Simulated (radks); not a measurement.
Question: All-electron atom: Ag4+ in [Ar] 3d10 4s1 4p6 4d7 5d1 (not the ground configuration). Calculated with a radial shooting solver on a logarithmic mesh with Libxc functionals: scalar-relativistic Kohn-Sham, PBE, spin-polarised, spherical densities, point nucleus; open shells are filled with parallel spins first (spin-orbit coupling, left out, can overturn this in heavy ions). Some entries of the table are withheld. Estimate them.

| orbital | occ. | eigenvalue (Ry) | r(max) (bohr) |
|---|---|---|---|
| 1s up | 1 | -1867.147 | 0.02016 |
| 1s down | 1 | -1867.124 | 0.02016 |
| 2s up | 1 | -279.4770 | 0.1140 |
| 2s down | 1 | -279.4039 | 0.1139 |
| 2p up | 3 | -251.2280 | 0.09114 |
| 2p down | 3 | -251.1680 | 0.09114 |
| 3s up | 1 | -55.54343 | 0.3325 |
| 3s down | 1 | -55.49103 | 0.3326 |
| 3p up | 3 | -46.26845 | 0.3257 |
| 3p down | 3 | -46.21073 | 0.3258 |
| 3d up | 5 | -31.65478 | 0.2736 |
| 3d down | 5 | -31.57839 | 0.2738 |
| 4s up | 1 | -12.06638 | 0.8161 |
| 4s down | 0 | -11.74664 | 0.8153 |
| 4p up | 3 | -9.29476 | 0.8645 |
| 4p down | 3 | -8.97985 | 0.8643 |
| 4d up | 5 | (1) | 0.9745 |
| 4d down | 2 | (2) | 0.9784 |
| 5s up | 0 | (3) | 1.928 |
| 5s down | 0 | (4) | 1.949 |
| 5p up | 0 | -2.85138 | (5) |
| 5p down | 0 | -2.70963 | (6) |
| 5d up | 1 | -1.89868 | 2.863 |

Answer: 
(1) 4d up eigenvalue (Ry): -5.20361
(2) 4d down eigenvalue (Ry): -4.91576
(3) 5s up eigenvalue (Ry): -3.55564
(4) 5s down eigenvalue (Ry): -3.40643
(5) 5p up r(max) (bohr): 2.180
(6) 5p down r(max) (bohr): 2.201
